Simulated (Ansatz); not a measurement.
Calculated with Ansatz (gas phase, PBE0-D4/def2-TZVP geometries, no zero-point term in ΔE). CCSD(T)/CBS adds triple-zeta CCSD(T) − MP2 to the extrapolated MP2 energy (def2 sets, frozen cores). Functionals use def2-TZVPP. B3LYP here is the variant with VWN-RPA as its local correlation; programs differ in this. For Ga, Se outer-core shells are correlated without core-valence functions, which leaves a few kJ/mol of doubt a bond. Scalar relativity is left out up to krypton. One conformer a species, not always the lowest.

`[CH3][Ga]([CH3])[O][SiH3]` + `O=C(O)[SeH]` → `O=C([SeH])O[SiH3]` + `[CH3][Ga]([CH3])[OH]`  (ligand exchange at the Si–O bond)

`[CH3][Ga]([CH3])[O][SiH3]`:

```xyz
14

C     0.138    1.736    0.975
Ga    0.629    0.223   -0.168
C     2.240   -0.226   -1.177
O    -0.647   -1.041   -0.337
Si   -2.152   -1.360    0.179
H     0.933    2.480    1.038
H    -0.764    2.216    0.589
H    -0.091    1.381    1.983
H     1.967   -0.533   -2.188
H     2.741   -1.075   -0.703
H     2.945    0.604   -1.231
H    -2.176   -2.622    0.970
H    -2.686   -0.268    1.048
H    -3.077   -1.516   -0.978
```

`O=C(O)[SeH]`:

```xyz
6

O    -0.970    0.908   -0.235
C    -0.184    0.079    0.105
O    -0.232   -0.599    1.259
Se    1.352   -0.514   -0.885
H    -1.012   -0.283    1.738
H     1.045    0.409   -1.982
```

`O=C([SeH])O[SiH3]`:

Cartesian coordinates in Å:
```
O 1.583 -0.632 -0.633
C 0.409 -0.632 -0.865
Se -0.322 -1.550 -2.380
O -0.504 -0.015 -0.121
Si 0.058 0.827 1.247
H -1.710 -1.174 -2.090
H -1.192 1.374 1.819
H 0.706 -0.111 2.188
H 0.972 1.913 0.834
```

`[CH3][Ga]([CH3])[OH]`:

Cartesian coordinates in Å:
```
C -1.484 0.652 0.992
Ga -0.179 -0.030 -0.297
C 1.724 -0.453 -0.032
O -0.883 -0.290 -1.933
H -1.601 -0.041 1.829
H -2.454 0.789 0.512
H -1.159 1.609 1.407
H 1.831 -1.276 0.680
H 2.253 0.406 0.386
H 2.212 -0.741 -0.964
H -0.260 -0.624 -2.581
```

(1) Is it downhill or uphill in electronic energy at CCSD(T)/CBS, and by how much? (An estimate is asked.)

(2) What do these levels give: PBE-D4, PBE0-D4, B3LYP-D4, ωB97X-V, B2PLYP, B3LYP, HF/def2-TZVPP, SCS-MP2/def2-TZVPP, CCSD/def2-TZVPP, CCSD(T)/def2-TZVPP, HF/def2-QZVPP, SCS-MP2/def2-QZVPP? (Estimate.)

Largest T1 diagnostic among the species: 0.014.

Results:

(1) The calculation gave: Uphill: ΔE = +0.25 eV.

(2) Ansatz gave: PBE-D4 0.25, PBE0-D4 0.29, B3LYP-D4 0.28, ωB97X-V 0.27, B2PLYP 0.27, B3LYP 0.28, HF/def2-TZVPP 0.36, SCS-MP2/def2-TZVPP 0.27, CCSD/def2-TZVPP 0.28, CCSD(T)/def2-TZVPP 0.26, HF/def2-QZVPP 0.36, SCS-MP2/def2-QZVPP 0.27 eV.

In def2-TZVPP, CCSD(T) changes the Hartree–Fock value by −0.10 eV (the triples alone add −0.02 eV) and MP2 by −0.10 eV. From PBE to PBE0 (25 % exact exchange), in def2-TZVPP and without D4, ΔE moves by +0.03 eV.
